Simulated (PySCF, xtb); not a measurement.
TiF4, SMILES [F][Ti]([F])([F])[F], multiplicity 1.

GFN2-xTB (xtb) at its own geometry gives an orbital gap of 5.80 eV and a dipole moment of 0.00 D.

Coordinates come from a B3LYP-D3(BJ)/def2-SVP optimisation. The spin state was assumed, not searched. The isomer is the one that the SMILES or the coordinates give; other isomers of the formula were not compared.

### Question
What does HF/def2-TZVP (PySCF) give? (The exact figures need the calculation; the answer reports its results.)

### Answer
gap 19.52 eV (levels -18.04 and 1.48 eV), dipole 0.00 D.
